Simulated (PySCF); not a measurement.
B(Cl)(OMe)(SiH3) (CH6BClOSi), SMILES ClB([SiH3])OC. Heavy atoms are numbered as in [B:1]([Cl:2])([O:3][CH3:4])[SiH3:8]. Hydrogens are named by the atom that carries them.

Geometry optimised at r2SCAN-D4/def2-SVP. This is a generated structure with no PubChem entry under its InChIKey; it may be hypothetical. One conformer was computed; it need not be the lowest.

All values below come from KT2/pcSseg-1 in PySCF.

GIAO shieldings, no solvent; atoms alike by connectivity are averaged. δ = σ(ref) − σ: ¹¹B against BF3 (σ = 89.8 ppm); ³⁵Cl against HCl (σ = 945.4 ppm); ¹⁷O against H2O (σ = 330.4 ppm); ¹³C against TMS (σ = 185.1 ppm); ¹H against TMS (σ = 31.47 ppm); ²⁹Si against TMS (σ = 361.9 ppm), references at their B3LYP-D3(BJ)/def2-TZVP geometries, non-relativistic (without spin–orbit terms, shifts of atoms bonded to Cl or Br come out too high).

Task: Estimate the chemical shifts. (An estimate is asked for; the answer gives what the named calculation found.)

Result: 
```json
[
 {"nucleus": "¹¹B", "atoms": "B1", "count": "1", "δ (ppm)": "32.0"},
 {"nucleus": "³⁵Cl", "atoms": "Cl2", "count": "1", "δ (ppm)": "275.2"},
 {"nucleus": "¹⁷O", "atoms": "O3", "count": "1", "δ (ppm)": "222.0"},
 {"nucleus": "¹³C", "atoms": "C4 (CH3)", "count": "1", "δ (ppm)": "63.6"},
 {"nucleus": "¹H", "atoms": "H on C4", "count": "3", "δ (ppm)": "4.33"},
 {"nucleus": "¹H", "atoms": "H on Si8", "count": "3", "δ (ppm)": "3.88"},
 {"nucleus": "²⁹Si", "atoms": "Si8 (SiH3)", "count": "1", "δ (ppm)": "-114.8"}
]
```
